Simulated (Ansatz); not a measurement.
Geometry optimisation, DFT PBEsol, scalar-relativistic, plane waves, PAW in Ansatz.

The input (input.yaml):

```yaml
crystal:
  lattice:
    - [12.15, 0.0, 0.0]
    - [0.0, 5.727565, 0.0]
    - [0.0, 0.0, 15.863782]
  atoms:
    - { symbol: Al, position: [0.0, 0.0, 0.0630367] }
    - { symbol: Al, position: [0.3333333, 0.0, 0.0630367] }
    - { symbol: Al, position: [0.6666667, 0.0, 0.0630367] }
    - { symbol: Al, position: [0.0, 0.5, 0.0630367] }
    - { symbol: Al, position: [0.3333333, 0.5, 0.0630367] }
    - { symbol: Al, position: [0.6666667, 0.5, 0.0630367] }
    - { symbol: Al, position: [0.1666667, 0.25, 0.1532983] }
    - { symbol: Al, position: [0.5, 0.25, 0.1532983] }
    - { symbol: Al, position: [0.8333333, 0.25, 0.1532983] }
    - { symbol: Al, position: [0.1666667, 0.75, 0.1532983] }
    - { symbol: Al, position: [0.5, 0.75, 0.1532983] }
    - { symbol: Al, position: [0.8333333, 0.75, 0.1532983] }
    - { symbol: Al, position: [0.0, 0.0, 0.24356] }
    - { symbol: Al, position: [0.3333333, 0.0, 0.24356] }
    - { symbol: Al, position: [0.6666667, 0.0, 0.24356] }
    - { symbol: Al, position: [0.0, 0.5, 0.24356] }
    - { symbol: Al, position: [0.3333333, 0.5, 0.24356] }
    - { symbol: Al, position: [0.6666667, 0.5, 0.24356] }
    - { symbol: Cl, position: [0.5570571, 0.6598319, 0.345049] }
basis:
  ecutwfc: 420.0
kpoints:
  mp_grid: { grid: [2, 4, 1] }
hamiltonian:
  xc: pbesol
scf:
  occupations: { method: gaussian, width: 0.05 }
  lower_state_search: "off"
relax:
  f_tol: 0.03
  max_steps: 60
  adjacent_minimum: "off"
  constraints: [{ sites: [0, 1, 2, 3, 4, 5] }]
```

Run as:

```bash
$ ansatz run input.yaml --threads 2 --pin off --max-ram 5120MiB --backend cpu --events-out ev --progress --plain --runs-dir out
```

**Question.** Where does it end, and by what steps?

**Answer.** The run converged. The force dipped under the threshold on the way, but the program's further checks kept it going. Limits of this set-up: coarse k mesh, thin slab, slab without dipole correction, odd electron count without spin, a typed lattice constant that wasn't relaxed here. After 10 steps the energy has fallen by 0.464 eV; Cl19 moved furthest, 1.45 Å.

```csv
step,energy less start (eV),largest force component (eV/Å),accepted
0,0.0000,0.509,yes
1,-0.1694,0.440,yes
2,-0.2467,0.434,yes
3,-0.3076,0.323,yes
4,-0.3593,0.219,yes
5,-0.3943,0.157,yes
6,-0.4266,0.109,yes
7,-0.4509,0.067,yes
8,-0.4622,0.060,yes
9,-0.4640,0.026,yes
10,-0.4640,0.026,yes
```

```xyz
19
Lattice="12.1500 0.0000 0.0000 0.0000 5.7276 0.0000 0.0000 0.0000 15.8638" Properties=species:S:1:pos:R:3
Al 0.000 0.000 1.000
Al 4.050 0.000 1.000
Al 8.100 0.000 1.000
Al 0.000 2.864 1.000
Al 4.050 2.864 1.000
Al 8.100 2.864 1.000
Al 2.027 1.429 2.429
Al 6.082 1.428 2.437
Al 10.122 1.429 2.424
Al 2.028 4.294 2.452
Al 6.115 4.297 2.436
Al 10.085 4.297 2.419
Al -0.026 -0.018 3.845
Al 4.074 -0.015 3.853
Al 8.109 0.094 3.877
Al -0.028 2.874 3.844
Al 4.076 2.871 3.851
Al 8.107 2.761 3.885
Cl 8.100 4.288 5.718
```

Whether the end is a true minimum wasn't checked by a vibrational analysis.

The run took 65 s on 2 threads of Intel(R) Xeon(R) Platinum 8488C (Sapphire Rapids), on a shared host, peak memory 1.2 GiB.
